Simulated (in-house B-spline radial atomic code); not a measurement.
Radial electron density of Os+, [Xe] 4f14 5d6 6s1. Method: scalar-relativistic (X2C) LDA exchange-only, spin-polarised, spherical fractional occupations, Fermi nucleus of rms radius 5.4126 fm. Calculated with a radial B-spline atomic code at the basis-set limit.

One-electron X2C: radii and densities carry no picture-change correction, so inner-shell <1/r> comes out high (for 1s by about 2 % at Z = 33, 5 % at 54, 10 % at 75, 30 % at 118) and <r> low.

Columns: r (bohr), 4πr²n(r) (electrons per bohr), bar.

```
0.000329    3.138 #
0.000412    4.291 #
0.000515    5.829 ##
0.000644    7.889 ##
0.000805    10.62 ###
 0.00101    14.28 ####
 0.00126    18.92 ######
 0.00157    24.83 ########
 0.00197    32.48 ##########
 0.00246    41.67 #############
 0.00308    52.68 ################
 0.00385    65.04 ####################
 0.00481     78.1 ########################
 0.00602    90.75 ############################
 0.00753    101.1 ################################
 0.00941    107.2 ##################################
  0.0118    107.6 ##################################
  0.0147    102.7 ################################
  0.0184    95.41 ##############################
   0.023    91.84 #############################
  0.0288    98.12 ###############################
   0.036    115.1 ####################################
   0.045    134.1 ##########################################
  0.0563    140.6 ############################################
  0.0704    128.1 ########################################
   0.088    110.9 ###################################
    0.11    111.3 ###################################
   0.138    126.7 ########################################
   0.172      124 #######################################
   0.215     92.9 #############################
   0.269    68.83 ######################
   0.337    74.85 #######################
   0.421    80.47 #########################
   0.527    61.74 ###################
   0.658     36.7 ###########
   0.823    23.05 #######
    1.03    17.23 #####
    1.29    11.96 ####
    1.61    7.061 ##
    2.01    3.819 #
    2.52    1.957 #
    3.15   0.8844 
    3.94   0.3014 
    4.92  0.06933 
    6.16 0.009339 
     7.7 0.0006811 
    9.63 2.308e-05
```

On this grid the curve has 4 maxima, near 0.0118, 0.0563, 0.138, 0.421 bohr.

The 6s up radial function P(r) = rR(r), positive near the nucleus:

| r (bohr) | P |
| --- | --- |
| 0.000263 | 0.01314 |
| 0.000412 | 0.01798 |
| 0.000644 | 0.02434 |
| 0.00101 | 0.03264 |
| 0.00157 | 0.0428 |
| 0.00246 | 0.05486 |
| 0.00385 | 0.06702 |
| 0.00602 | 0.07524 |
| 0.00941 | 0.07168 |
| 0.0147 | 0.04484 |
| 0.023 | -0.0134 |
| 0.036 | -0.08497 |
| 0.0563 | -0.09942 |
| 0.088 | 0.017 |
| 0.138 | 0.1499 |
| 0.215 | 0.006656 |
| 0.337 | -0.2164 |
| 0.527 | 0.06087 |
| 0.823 | 0.3408 |
| 1.29 | -0.0979 |
| 2.01 | -0.6433 |
| 3.15 | -0.5828 |
| 4.92 | -0.2006 |
| 7.7 | -0.02145 |
